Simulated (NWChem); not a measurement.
Molecule: Si2H3O2F; SMILES F[SiH]1O[SiH2]O1

Computed with NWChem. Pople sets run with spherical d functions. Each level has its own optimisation; frequencies are unscaled. Brackets give each atom's bonded neighbours. One conformer.

```json
[
 {"level": "Hartree-Fock/STO-3G", "r F–Si (Å)": "1.599", "r O–Si [O(SiSi)–Si(FHOOSi)] (Å)": "1.683", "r Si–Si (Å)": "2.436", "r H–Si [H(Si)–Si(FHOOSi)] (Å)": "1.422", "highest harmonic frequency (cm⁻¹)": "2895", "lowest (cm⁻¹)": "133", "zero-point energy (kcal/mol)": "29.5", "dipole (D)": "1.12"},
 {"level": "B3LYP/6-31G*", "r F–Si (Å)": "1.599", "r O–Si [O(SiSi)–Si(FHOOSi)] (Å)": "1.679", "r Si–Si (Å)": "2.393", "r H–Si [H(Si)–Si(FHOOSi)] (Å)": "1.469", "highest harmonic frequency (cm⁻¹)": "2360", "lowest (cm⁻¹)": "160", "zero-point energy (kcal/mol)": "24.9", "dipole (D)": "1.42"},
 {"level": "PBE0/def2-SVP", "r F–Si (Å)": "1.607", "r O–Si [O(SiSi)–Si(FHOOSi)] (Å)": "1.680", "r Si–Si (Å)": "2.399", "r H–Si [H(Si)–Si(FHOOSi)] (Å)": "1.471", "highest harmonic frequency (cm⁻¹)": "2360", "lowest (cm⁻¹)": "155", "zero-point energy (kcal/mol)": "24.8", "dipole (D)": "1.54"}
]
```
